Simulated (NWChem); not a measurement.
System: C2H2FI; SMILES F/C=C\I

The following NWChem deck was run.

```
start job
memory heap 200 mb stack 900 mb global 1100 mb
geometry units angstroms noautoz
  F     -0.853488     2.374456     0.000000
  C      0.462925     2.155484     0.000000
  C      1.021757     0.936538     0.000000
  I     -0.091455    -0.838070     0.000000
  H      1.060959     3.083730     0.000000
  H      2.113563     0.819570     0.000000
end
basis spherical
  F library def2-svp
  C library def2-svp
  I library def2-svp
  H library def2-svp
end
ecp
  I library def2-ecp
end
dft
  xc slater vwn_5
  iterations 150
end
tddft
  nroots 6
  notriplet
end
task tddft energy
```

Output (shortened):

```
             Northwest Computational Chemistry Package (NWChem) 7.3.0
             --------------------------------------------------------

 CS  symmetry detected

                             Geometry "geometry" -> ""
                             -------------------------

 Output coordinates in angstroms (scale by  1.889725989 to convert to a.u.)

  No.       Tag          Charge          X              Y              Z
 ---- ---------------- ---------- -------------- -------------- --------------
    1 F                    9.0000    -0.83671766     2.38609918     0.00000000
    2 C                    6.0000     0.47868018     2.16110927     0.00000000
    3 C                    6.0000     1.03193186     0.93962037     0.00000000
    4 I                   53.0000    -0.08938411    -0.82987814     0.00000000
    5 H                    1.0000     1.08095297     3.08661064     0.00000000
    6 H                    1.0000     2.12319153     0.81766056     0.00000000

 Effective nuclear repulsion energy (a.u.)     289.5015149633

      Symmetry information
      --------------------

 Group name             Cs
 Group number              2
 Group order               2
 No. of unique centers     6

                                 NWChem DFT Module
                                 -----------------

 Summary of "ao basis" -> "ao basis" (spherical)
 ------------------------------------------------------------------------------
       Tag                 Description            Shells   Functions and Types
 ---------------- ------------------------------  ------  ---------------------
 F                          def2-svp                 6       14   3s2p1d
 C                          def2-svp                 6       14   3s2p1d
 I                          def2-svp                10       26   4s4p2d
 H                          def2-svp                 3        5   2s1p

      Symmetry analysis of basis
      --------------------------

        a'         56
        a"         22

            General Information
            -------------------
          SCF calculation type: DFT
          Wavefunction type:  closed shell.
          No. of atoms     :     6
          No. of electrons :    48
           Alpha electrons :    24
            Beta electrons :    24
          Charge           :     0
          Spin multiplicity:     1
          Use of symmetry is: off; symmetry adaption is: on
          Maximum number of iterations: 150
          AO basis - number of functions:    78
                     number of shells:    34
          Convergence on energy requested:  1.00D-06
          Convergence on density requested:  1.00D-05
          Convergence on gradient requested:  5.00D-04

[...]

                                NWChem TDDFT Module
                                -------------------

            General Information
            -------------------
           No. of orbitals :     156
            Alpha orbitals :      78
             Beta orbitals :      78
        Alpha frozen cores :       0
         Beta frozen cores :       0
     Alpha frozen virtuals :       0
      Beta frozen virtuals :       0
         Spin multiplicity :       1
    Number of AO functions :      78
        Use of symmetry is : off
      Symmetry adaption is : on
         Schwarz screening :  0.10D-07

              XC Information
              --------------
                 Slater Exchange Functional   1.00 local
               VWN V Correlation Functional   1.00 local

             TDDFT Information
             -----------------
          Calculation type : TDDFT
         Wavefunction type : Restricted singlets
          No. of electrons :      48
           Alpha electrons :      24
            Beta electrons :      24
              No. of roots :       6
          Max subspacesize :    5200
            Max iterations :     100
               Target root :       1
           Target symmetry : none
      Symmetry restriction : off
                 Algorithm : Optimal
        Davidson threshold :  0.10D-03

    6 smallest eigenvalue differences (eV)
--------------------------------------------------------
  No. Spin  Occ  Vir  Irrep   E(Occ)    E(Vir)   E(Diff)
--------------------------------------------------------
    1    1   24   25 a"       -0.219    -0.069     4.094
    2    1   23   25 a'       -0.239    -0.069     4.626
    3    1   24   26 a'       -0.219    -0.047     4.682
    4    1   23   26 a"       -0.239    -0.047     5.214
    5    1   22   25 a"       -0.285    -0.069     5.876
    6    1   22   26 a'       -0.285    -0.047     6.463
--------------------------------------------------------

  Entering Davidson iterations
  Restricted singlet excited states

  Iter   NTrls   NConv    DeltaV     DeltaE      Time
  ----  ------  ------  ---------  ---------  ---------
    1      6       0     0.43E+00   0.10+100        1.4
    2     12       0     0.19E+00   0.44E-01        1.4
    3     24       0     0.73E-01   0.41E-01        1.7
    4     36       0     0.15E-01   0.12E-01        1.7
    5     48       0     0.20E-02   0.27E-03        1.7
    6     60       2     0.47E-03   0.18E-05        1.7
    7     68       3     0.17E-03   0.68E-07        1.5
    8     74       6     0.48E-04   0.72E-08        1.4
  ----  ------  ------  ---------  ---------  ---------
  Convergence criterion met

  Ground state a'       -473.029527580986 a.u.

  ----------------------------------------------------------------------------
  Root   1 singlet a"             0.162272419 a.u.                4.4157 eV
  ----------------------------------------------------------------------------
     Transition Moments    X -0.00000   Y -0.00000   Z -0.07013
     Dipole Oscillator Strength                    0.0005321142
     Electric Quadrupole                           0.0000000183
     Magnetic Dipole                               0.0000002078
     Total Oscillator Strength                     0.0005323404

[...]
```

Level: LDA (Slater exchange, VWN5)/def2-SVP with def2 effective core potentials on I, full TDDFT. Coordinates come from a PBE-D3(BJ)/def2-SVP optimisation. def2 effective core potentials on I; no spin-orbit coupling.
